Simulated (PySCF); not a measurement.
Computed data sheet: `[H]/N=C\c1cccc[n+]1[O-]`

C₆H₆N₂O.
Structure used (GFN2-xTB), in Å, numbered top down from 1:
```
atom  x, y, z in Å
N1    -3.0372   -0.3002   -0.2570
C2    -1.9369   -0.8941   -0.1448
C3    -0.5736   -0.3510   -0.0409
C4     0.5060   -1.2187    0.0797
C5     1.8003   -0.7504    0.1790
C6     1.9953    0.6253    0.1538
C7     0.9142    1.4600    0.0340
N8    -0.3563    0.9989   -0.0622
O9    -1.2986    1.8238   -0.1682
H10   -2.9684    0.7191   -0.2791
H11   -1.9683   -1.9829   -0.1181
H12    0.3048   -2.2791    0.0940
H13    2.6326   -1.4284    0.2726
H14    2.9837    1.0498    0.2269
H15    0.9978    2.5360    0.0083
```

Some functional groups and rings: imine.

From GFN2-xTB geometry:

| Property | Result |
| --- | --- |
| Point group of the GFN2-xTB geometry | Cs |
| Rotational constants A, B, C of the GFN2-xTB geometry | 3.401, 1.531, 1.056 GHz |

From wB97X-D/def2-SVPD ground state and vertical TDDFT (core frozen in the response) (PySCF):

| Item | Value |
| --- | --- |
| Dipole moment | 5.88 D |
| HOMO energy | -8.67 eV |
| LUMO energy | -0.39 eV |
| HOMO–LUMO gap | 8.28 eV |
| Lowest singlet excitation | 3.71 eV (335 nm, f = 0.001) |
| Strongest line among the 8 lowest singlet transitions | S6 at 5.80 eV (214 nm, f = 0.535) |
| Lowest triplet excitation (Tamm–Dancoff) | 2.68 eV |
| Static isotropic polarisability | 91.4 au |
| Electronic spatial extent ⟨r²⟩ about the centre of nuclear charge | 1064 bohr² |

Monoisotopic mass from the formula: 122.0480 u.

The largest Löwdin shares of the HOMO are 0.44 on O9, 0.13 on C5, 0.13 on N8 and 0.08 on C3. No computed singlet falls in the visible range (750 to 380 nm, 1.65 to 3.26 eV); S1 lies 0.45 eV above its blue end. The vertical singlet–triplet gap S1 − T1 is 1.03 eV (TDDFT singlet less Tamm–Dancoff triplet; S1: HOMO−1→LUMO, weight 0.91; T1: HOMO→LUMO, weight 0.82). The polarisability is 13.54 Å³ as a volume (1 au = 0.148185 Å³), or 1.43 au for each of the 64 electrons. The rotational constants make it an asymmetric top with κ = (2B − A − C)/(A − C) = -0.59, nearer the prolate limit (−1). The principal polarisabilities are 50.4, 97.0 and 126.6 au; their mean is the isotropic value. The dipole matches unit charges of opposite sign 1.22 Å apart (1 e·Å = 4.8032 D).

Isolated species at its GFN2-xTB geometry (one conformer only).
